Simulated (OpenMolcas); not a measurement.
# How methods differ on CH4OZn (SMILES [CH3][Zn][OH])

CH4OZn: 7 atoms, total charge 0, spin state singlet. SMILES: `[CH3][Zn][OH]`. The shape is that of a PBE0-D4/def2-TZVP optimisation.

Each level gives the vertical ionisation energy (to the doublet cation) (eV). The values are calculated.

```json
{"level": "HF/cc-pVDZ", "kind": "Hartree–Fock", "program": "OpenMolcas", "value (eV)": "9.38", "CPU time (all runs)": "34 s"}
{"level": "SVWN5/cc-pVDZ", "kind": "LDA", "program": "OpenMolcas", "value (eV)": "10.62", "CPU time (all runs)": "1.8 min"}
{"level": "BLYP/cc-pVDZ", "kind": "GGA", "program": "OpenMolcas", "value (eV)": "9.81", "CPU time (all runs)": "2.9 min"}
{"level": "M06-L/cc-pVDZ", "kind": "meta-GGA", "program": "OpenMolcas", "value (eV)": "9.96", "CPU time (all runs)": "5.4 min"}
{"level": "TPSS/cc-pVDZ", "kind": "meta-GGA", "program": "OpenMolcas", "value (eV)": "9.88", "CPU time (all runs)": "5.4 min"}
{"level": "r2SCAN/cc-pVDZ", "kind": "meta-GGA", "program": "OpenMolcas", "value (eV)": "10.03", "CPU time (all runs)": "4.3 min"}
{"level": "BHLYP/cc-pVDZ", "kind": "global hybrid", "program": "OpenMolcas", "value (eV)": "10.13", "CPU time (all runs)": "2.4 min"}
{"level": "PBE0/cc-pVDZ", "kind": "global hybrid", "program": "OpenMolcas", "value (eV)": "10.17", "CPU time (all runs)": "2.6 min"}
```

The values span 9.38 to 10.62 eV. CPU times are rough (shared hosts, several kinds of processor and program).
